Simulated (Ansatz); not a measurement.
Mulliken charges of H$_{6}$NOPSi (`OPN[SiH3]`) from PBE/def2-TZVPP in Ansatz (PBE0-D4/def2-TZVP geometry).

```csv
atom,x (Å),y (Å),z (Å),charge (e)
O1,-1.539,0.931,-1.582,-0.333
P2,-1.375,0.563,0.023,0.166
N3,-0.147,-0.596,0.100,-0.260
Si4,1.430,-0.305,0.757,0.256
H5,-1.175,1.802,-1.760,0.193
H6,-2.464,-0.348,0.009,0.010
H7,-0.293,-1.458,-0.410,0.132
H8,1.814,-1.400,1.686,-0.058
H9,1.358,0.988,1.478,-0.041
H10,2.477,-0.228,-0.299,-0.065
```

Question: By hand: the dipole of these point charges (1 e Å = 4.8032 D).

Answer: Σ q r = (0.077, 0.068, 0.166) e Å, of length 0.195 e Å = 0.94 D.

Question: How does the dipole of the full density compare? (An estimate is asked.)

Answer: Ansatz gave: (0.107, -0.045, -0.105) e Å, 0.75 D; the point charges give 1.25 times that, at 114° from its direction.

Point charges leave out the atoms' own dipoles, such as those of lone pairs, and Mulliken's split depends on the basis, so the two needn't agree.
